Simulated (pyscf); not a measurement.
Optimised with ωB97X-D3(BJ)/def2-SVP in PySCF. MP2 and CC: frozen core, UHF for open shells. ΔMP2 is the change of the MP2 total energy from the triple- to the quadruple-zeta basis.

Task: Estimate by transition-state theory (the high-pressure limit) the rate constant of `[CH3][C+]([CH3])[CH3]` → `[CH3][CH+][CH2][CH3]` (singlet surface; C–H, C–C broken, C–C, C–H formed) at 600 K, with CCSD(T)/def2-TZVPP + ΔMP2(QZVPP) energies (ideal gas, 1 atm, RRHO with modes under 100 cm⁻¹ raised to 100, one conformer, R ln 2 for chiral ones without a mode under 150 cm⁻¹; no tunnelling).

Result: The electronic barrier is 33.0 kcal/mol and the thermal terms add +1.3, so ΔG‡ = 34.3 kcal/mol. With k_BT/h = 1.25e+13 s⁻¹ and RT = 1.192 kcal/mol, k = 4.0e+00 s⁻¹, a half-life of 1.7e-01 s through this channel alone. Wigner's tunnelling factor for 400i cm⁻¹ would be 1.04. A shift of 1 kcal/mol in the barrier changes k by a factor 2.3. One saddle was located; it need not be the lowest between these sides. The CCSD(T) − MP2 part came from Ansatz, without density fitting, on the same reference.
